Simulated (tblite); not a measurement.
Species: C7H10N (doublet state).
Atom-mapped SMILES: `[CH3:1][C:2]1=[CH:3][CH:4]=[CH:5][C@@H:6]1[CH2:7][NH:8]` (hydrogens: H9, H10, H11 on C1; H12 on C3; H13 on C4; H14 on C5; H15 on C6; H16, H17 on C7; H18 on N8)

Structure optimised with GFN2-xTB, isolated species. This method treats the open shell by occupation alone, without spin polarisation.

(1) Give the optimised bond lengths and angles.

Answers

(1) 
```
                 bond  length (pm)
                C1–C2        148.8
                C2=C3        134.3
                C3–C4        144.8
                C4=C5        133.8
                C5–C6        150.0
                C6–C7        154.4
                C7–N8        138.5
                C2–C6        150.6
C1–H9, C1–H10, C1–H11        108.9
               C3–H12        107.6
               C4–H13        107.5
               C5–H14        107.5
               C6–H15        109.6
               C7–H16        110.8
               C7–H17        110.4
               N8–H18        101.7
```

Bonds in one row agree within 1 pm and their mean is given. A selection of angles:
```
    angle  degrees
 C1–C2–C3    128.4
 C1–C2–C6    122.7
 C3–C2–C6    108.9
 C2–C3–C4    109.7
 C3–C4–C5    109.4
 C4–C5–C6    109.5
 C5–C6–C7    111.0
 C2–C6–C5    102.5
 C2–C6–C7    112.8
 C6–C7–N8    118.8
H18–N8–C7    113.0
```

Dihedral angles: C1–C2–C3–C4 180° (antiperiplanar); C2–C3–C4–C5 0° (synperiplanar); C3–C4–C5–C6 1° (synperiplanar); C4–C5–C6–C7 120° (anticlinal); C5–C6–C7–N8 71° (synclinal); C1–C2–C6–C5 180° (antiperiplanar); H18–N8–C7–C6 11° (synperiplanar).

The 5-membered ring C2–C3–C4–C5–C6 has internal angles of 102.5° to 109.7°; it is planar, 0.00 Å rms from its mean plane, widest ring torsion 1°. Of the pairs four or more bonds apart, C1···H16 is among the closest relative to their van der Waals radii: 2.83 Å, 98 % of the sum of Bondi's values. C2 (carbon bonded to 3 C) is planar (angles 128.4°, 122.7° and 108.9°, sum 360.0°, 0.00 Å off the plane of its three neighbours). The 7 C–C bonds span 1.338 Å (C4=C5, drawn double) to 1.544 Å (C6–C7, drawn single), a spread of 0.206 Å. C3 (carbon bonded to 2 C and H) is planar (angles 126.5°, 123.8° and 109.7°, sum 360.0°, 0.00 Å off the plane of its three neighbours). C5 (carbon bonded to 2 C and H) is planar (angles 127.8°, 122.7° and 109.5°, sum 360.0°, 0.01 Å off the plane of its three neighbours). C4 (carbon bonded to 2 C and H) is planar (angles 126.8°, 123.8° and 109.4°, sum 360.0°, 0.00 Å off the plane of its three neighbours).

Point group: C1 (no symmetry element, even within 0.4 Å). Its GFN2-xTB frequencies are all real (lowest 72 cm⁻¹). Torsions: C5–C6–C7–N8 71°, C6–C7–N8–H 11°. 2 starts were optimised and ended at 0.00 and 2.62 kcal/mol (GFN2-xTB); the lowest of these is shown.

The run took 0.45 s of wall time on an Arm Neoverse V2 with one thread, no GPU, shared host with 96 logical CPUs at a one-minute load of 62. That covers the optimisation of the geometry.

One conformer stands for the species.

The numbers are calculated, not measured.
